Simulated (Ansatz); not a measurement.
ClH$_{3}$NOSi, SMILES `N[Si](O)Cl` radical. The species carries charge 0 and has multiplicity 2.

```csv
atom,x (Å),y (Å),z (Å)
N1,0.524,-0.019,1.093
Si2,-0.115,-0.468,-0.420
O3,-1.287,0.643,-0.727
Cl4,1.459,-0.399,-1.771
H5,1.411,-0.380,1.402
H6,-0.095,0.194,1.858
H7,-1.898,0.429,-1.435
```

**Question.** List the harmonic frequencies (cm⁻¹, unscaled) at PBE0-D4/def2-TZVP in Ansatz. (An estimate is asked.)

**Answer.** Computed: 149, 207, 291, 298, 345, 360, 508, 783, 827, 871, 936, 1566, 3605, 3709, 3914.

**Question.** Is this a minimum?

**Answer.** Yes, all 15 modes are real.

**Question.** Give the ideal-gas thermochemistry at 298.15 K and 1 bar (rigid rotor, harmonic oscillator; point group C1, symmetry number 1).

**Answer.** Zero-point energy 109.9 kJ/mol; H(298) − E = 128.3 kJ/mol; entropy 328.2 J/(mol·K), of which translation 165.9, rotation 109.3, vibration 47.3, electronic 5.8; G(298) − E = 30.5 kJ/mol.

**Question.** And at 400, 500, 600, 800 and 1000 K?

**Answer.** 
```csv
T (K),H − E (kJ/mol),S (J/mol/K),G − E (kJ/mol)
400,138.2,356.6,-4.4
500,148.8,380.4,-41.3
600,160.1,400.9,-80.4
800,184.0,435.2,-164.2
1000,209.2,463.3,-254.1
```
